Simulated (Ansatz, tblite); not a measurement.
Removing an electron: the cluster Si₂F₃⁻. Charge -1, multiplicity 1. Geometry: PBE-D4/def2-SVPD. Ansatz, gas phase; energy differences of separate SCF runs; the oxidised species was run as a doublet alone.

```xyz
5

Si    0.500    0.314   -0.111
Si   -0.649   -1.609    0.187
F     0.239    1.998   -0.117
F    -2.258   -0.991    0.482
F     2.168    0.288   -0.440
```

The xTB rows come from tblite. The structure comes from a short search, and lower isomers may exist.

```json
{"level": "GFN1-xTB", "−HOMO (eV)": "4.16", "vertical IE (eV)": "5.88", "−LUMO (eV)": "2.26", "HOMO–LUMO gap (eV)": "1.90", "remarks": "–"}
{"level": "GFN2-xTB", "−HOMO (eV)": "1.51", "vertical IE (eV)": "4.97", "−LUMO (eV)": "0.05", "HOMO–LUMO gap (eV)": "1.46", "remarks": "–"}
{"level": "r2SCAN-D4/def2-TZVPD", "−HOMO (eV)": "-0.33", "vertical IE (eV)": "2.19", "−LUMO (eV)": "-2.53", "HOMO–LUMO gap (eV)": "2.20", "remarks": "HOMO above zero (-1 singlet)"}
```

Question: Estimate the rows for PBE-D4/def2-TZVPD, PBE0-D4/def2-TZVPD.

Answer: 
| level | −HOMO (eV) | vertical IE (eV) | −LUMO (eV) | HOMO–LUMO gap (eV) | remarks |
| --- | --- | --- | --- | --- | --- |
| PBE-D4/def2-TZVPD | -0.50 | 2.19 | -2.29 | 1.79 | HOMO above zero (-1 singlet) |
| PBE0-D4/def2-TZVPD | 0.36 | 2.23 | -3.00 | 3.36 | – |

  A HOMO above zero means that the electron is unbound at that level or that self-interaction error raises the level; the energy of removing that electron tells which. Raw xTB energy differences between charge states are shifted by several eV; the methods need an empirical correction for them.
